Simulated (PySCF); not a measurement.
Molfile (atoms numbered from 1):
```
C6H9BO3
     RDKit          3D

 19 19  0  0  0  0  0  0  0  0999 V2000
   -1.4984   -1.7394    0.8268 C   0  0  0  0  0  0  0  0  0  0  0  0
   -1.5271   -0.3623    0.5926 O   0  0  0  0  0  0  0  0  0  0  0  0
   -0.4811    0.3612    0.1023 B   0  0  0  0  0  0  0  0  0  0  0  0
   -0.6733    1.6958   -0.0758 O   0  0  0  0  0  0  0  0  0  0  0  0
   -1.9028    2.3011    0.2240 C   0  0  0  0  0  0  0  0  0  0  0  0
    0.9288   -0.1816   -0.2813 C   0  0  0  0  0  0  0  0  0  0  0  0
    2.0044    0.6477   -0.7669 C   0  0  0  0  0  0  0  0  0  0  0  0
    3.0623   -0.1720   -0.9973 C   0  0  0  0  0  0  0  0  0  0  0  0
    2.7357   -1.4497   -0.6944 O   0  0  0  0  0  0  0  0  0  0  0  0
    1.4622   -1.4466   -0.2684 C   0  0  0  0  0  0  0  0  0  0  0  0
   -0.7138   -2.0161    1.5516 H   0  0  0  0  0  0  0  0  0  0  0  0
   -1.3337   -2.3096   -0.1038 H   0  0  0  0  0  0  0  0  0  0  0  0
   -2.4702   -2.0420    1.2431 H   0  0  0  0  0  0  0  0  0  0  0  0
   -2.7412    1.7984   -0.2850 H   0  0  0  0  0  0  0  0  0  0  0  0
   -2.1092    2.2826    1.3071 H   0  0  0  0  0  0  0  0  0  0  0  0
   -1.8604    3.3484   -0.1081 H   0  0  0  0  0  0  0  0  0  0  0  0
    1.9593    1.7239   -0.9154 H   0  0  0  0  0  0  0  0  0  0  0  0
    4.0745   -0.0117   -1.3597 H   0  0  0  0  0  0  0  0  0  0  0  0
    1.0680   -2.4205    0.0079 H   0  0  0  0  0  0  0  0  0  0  0  0
  1  2  1  0
  2  3  1  0
  3  4  1  0
  4  5  1  0
  3  6  1  0
  6  7  1  0
  7  8  2  0
  8  9  1  0
  9 10  1  0
 10  6  2  0
  1 11  1  0
  1 12  1  0
  1 13  1  0
  5 14  1  0
  5 15  1  0
  5 16  1  0
  7 17  1  0
  8 18  1  0
 10 19  1  0
M  END
```

Computational details: coordinates at the PBE0-D3(BJ)/def2-SVP level, GIAO KT3/pcSseg-1 shieldings, in PySCF 2.14 (a single conformation, in vacuum, one averaged value for each set of equivalent atoms, non-relativistic Hamiltonian).

δ = σ(ref) − σ, references computed at the same level: 13C (σ = 182.31 ppm), 1H (σ = 31.32 ppm) vs TMS; 17O (σ = 329.03 ppm) against H2O; 11B (σ = 100.51 ppm) vs BF3·OEt2.

```tsv
atoms	nucleus	count	δ (ppm)
O2/O4	17O	2	105.1
B3	11B	1	21.8
H17	1H	1	?
H19	1H	1	7.58
H18	1H	1	7.29
C10	13C	1	139.7
C6	13C	1	109.0
C7	13C	1	?
C8	13C	1	?
C1/C5	13C	2	?
O9	17O	1	302.9
H11/H12/H13/H14/H15/H16	1H	6	3.79
```

Fill in the missing shifts.

Results:


- C8: 133.8 ppm, aromatic CH next to the ring oxygen
- C7: 111.0 ppm, aromatic CH
- C1/C5: 52.9 ppm, methyl carbon bonded to O; the inductive effect lowers its shielding
- H17: 6.74 ppm, hydrogen on an aromatic CH; ring-current deshielding

A carbon bonded to boron is broadened by the quadrupolar boron nucleus and is often missing from a measured spectrum. Shifts are as computed, not scaled to solution data. Of 1211 compounds with measured shifts, 218 miss one by over three times the rms of a fit or turn the order of signals round; such compounds aren't used in these exercises. Unscaled 17O shifts of doubly bonded oxygen tend to come out too high, by tens of ppm or more. Experimental scales use liquid or dissolved standards, which lie at an offset from isolated H2O (liquid H2O: subtract about 36 ppm).
